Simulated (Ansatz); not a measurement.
F3H3O2Si2, SMILES `O[SiH](O)[Si](F)(F)F`. The species carries charge 0 and has multiplicity 1. Geometry: relaxed with PBE0-D4/def2-TZVP. It is one conformer, not always the lowest.

```xyz
10

O     1.067    1.565   -0.353
Si   -0.231    0.579   -0.425
O    -0.344   -0.123   -1.904
Si    0.208   -1.036    1.211
F     0.259   -0.423    2.669
F    -0.942   -2.128    1.220
F     1.570   -1.804    0.981
H     1.134    2.300   -0.965
H    -1.509    1.293   -0.141
H    -1.213   -0.224   -2.293
```

Question: What is the dipole moment at r2SCAN/def2-TZVPP? (An estimate is asked.)

Answer: Ansatz gave: 3.98 D, with components (-1.78, 2.36, -2.66) D in this frame, pointing from negative to positive charge.

Question: And with PBE, B3LYP, ωB97M-V? (Estimate.)

Answer: Ansatz gave: PBE 3.91 D, B3LYP 4.08 D, ωB97M-V 4.08 D.

Question: Give the Mulliken charges with r2SCAN, PBE, ωB97M-V in def2-TZVPP. (An estimate is asked.)

Answer: Ansatz gave: 
```
atom  r2SCAN    PBE  ωB97M-V
  O1   -0.40  -0.33    -0.36
 Si2    0.52   0.39     0.44
  O3   -0.40  -0.33    -0.36
 Si4    0.87   0.76     0.84
  F5   -0.30  -0.26    -0.29
  F6   -0.30  -0.26    -0.29
  F7   -0.29  -0.25    -0.29
  H8    0.20   0.19     0.18
  H9   -0.11  -0.10    -0.06
 H10    0.21   0.20     0.19
```

B3LYP here is the variant with VWN-RPA as its local correlation; programs differ in this.
